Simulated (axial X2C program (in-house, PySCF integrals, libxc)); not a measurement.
**Curves of ZrSH from open-shell CI on d2 s1 p(π)0**

Calculated with an axial X2C code built on PySCF integrals: two-component X2C with atomic mean-field Coulomb and Gaunt terms, basis Zr dyall-v3z, S dyall-av3z, H dyall-v3z (cores contracted in-house). Orbitals come from Hartree–Fock averaged over the configuration Zr d2 s1 p(π)0; CI then distributes these electrons over the d, s, p(π) shells of Zr.

Scan along the Zr–S bond with SH moving as one mass, its bond held at 1.340 Å; masses Zr 89.905 u, S 31.972 u, H 1.008 u. Energies in cm⁻¹ from the lowest point; levels are followed by energy order within each Ω. Lowest level at 2.487 Å: 98% d2 s1.

```tsv
R (Å)	(1)Ω=3/2	(1)Ω=1/2	(1)Ω=5/2	(2)Ω=3/2	(1)Ω=7/2	(2)Ω=5/2	(2)Ω=7/2	(1)Ω=9/2	(2)Ω=1/2
2.313	995	922	1199	1714	1488	2054	2350	2593	2619
2.400	183	206	402	688	719	1015	1293	1468	1515
2.487	0	182	248	521	588	822	1091	1143	1202
2.586	387	745	659	1020	1005	1305	1585	1472	1529
2.686	1261	1742	1543	1988	1890	2268	2569	2322	2363
2.798	2617	3175	2906	3403	3251	3686	4009	3667	3677
2.935	4580	5168	4871	5384	5216	5672	6020	5624	5583
```

(1) Fit the curves (1)Ω=3/2, (1)Ω=1/2, (1)Ω=5/2, (2)Ω=3/2, (1)Ω=7/2, (2)Ω=5/2, (2)Ω=7/2, (1)Ω=9/2, (2)Ω=1/2 near their minima.

The 9 lowest curves are shown; the next is (3)Ω=3/2, from 1442 cm⁻¹.

There is no dynamic correlation: spin–orbit spacings and, for f shells, spacings inside one term are the most reliable numbers, splittings between terms come out too wide, and energies between configurations are not reliable, so the lowest level need not be the ground state of the molecule. For d shells the ligand-field splittings (σ, π, δ) and their order can be off by a thousand cm⁻¹ or more. At most 4 roots were kept for each Ω > 0 (twice that for Ω = 0) within 3.2 eV of the lowest, so higher up levels can be missing between those listed; levels with Ω > 0 are doubly degenerate and listed once, Ω = 0 levels singly. Some active spinors are only partly of the character that their shell is named for, so the shell names and counts are nominal. States that fill the shells left empty in the average are placed too high. The molecule was held linear; bending was not examined. Hydrosulfides and their kin are strongly bent in nature, so this linear model does not describe the real molecule.

## Answers

(1) From the open-shell CI curves, Te from the lowest:

| level | Te (cm⁻¹) | Re (Å) | ωe (cm⁻¹) |
| --- | --- | --- | --- |
| (1)Ω=3/2 | 0 | 2.472 | 309.3 |
| (1)Ω=1/2 | 129 | 2.446 | 325.8 |
| (1)Ω=5/2 | 243 | 2.468 | 309.1 |
| (2)Ω=3/2 | 508 | 2.464 | 342.0 |
| (1)Ω=7/2 | 578 | 2.464 | 305.7 |
| (2)Ω=5/2 | 815 | 2.467 | 341.7 |
| (2)Ω=7/2 | 1085 | 2.468 | 346.4 |
| (1)Ω=9/2 | 1151 | 2.487 | 326.6 |
| (2)Ω=1/2 | 1210 | 2.486 | 323.7 |

Without dynamic correlation distances can be off by several hundredths of an Å (long for ionic bonds, short for multiple bonds) and the wavenumbers are rough.
